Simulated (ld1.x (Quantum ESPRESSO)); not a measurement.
**u(r) = r·R(r): atom against pseudo-atom (N (Z = 7))**

Columns: radius, all-electron u(r) and pseudo u(r) of the 2p shell (level -13.59 eV) of nitrogen in the configuration [He] 2s2 2p2.5; LDA (PZ), non-relativistic, PAW scheme, ld1.x (Quantum ESPRESSO) 7.5.

```
r (bohr)  all-electron  pseudo
   0.105        0.0842  0.0161
   0.210        0.2441  0.0630
   0.315        0.4075  0.1361
   0.420        0.5471  0.2284
   0.525        0.6551  0.3314
   0.630        0.7319  0.4361
   0.735        0.7809  0.5337
   0.840        0.8065  0.6169
   0.945        0.8135  0.6806
   1.050        0.8061  0.7221
   1.155        0.7880  0.7413
   1.260        0.7622  0.7404
   1.365        0.7311  0.7234
   1.470        0.6965  0.6949
   1.575        0.6598  0.6599
   1.680        0.6222  0.6222
   1.785        0.5843  0.5843
   1.890        0.5470  0.5470
   1.995        0.5105  0.5105
   2.100        0.4753  0.4753
   2.205        0.4415  0.4415
   2.310        0.4093  0.4093
   2.415        0.3787  0.3787
   2.520        0.3499  0.3499
   2.625        0.3228  0.3228
   2.730        0.2974  0.2974
```

**Question.** How many radial nodes do the two functions have?

**Answer.** The all-electron 2p function has n − l − 1 = 0; the pseudo-wave has 0.

**Question.** At about which radius was the pseudo-wave matched?

**Answer.** 1.80 bohr. The columns agree to 0.0005 from 1.57 bohr on; several derivatives are matched, so the curves merge somewhat inside the radius.

**Question.** Is the pseudo-wave norm-conserving?

**Answer.** No, it belongs to a PAW set: the norm inside the radius is not constrained, and the difference is carried by the augmentation charge.
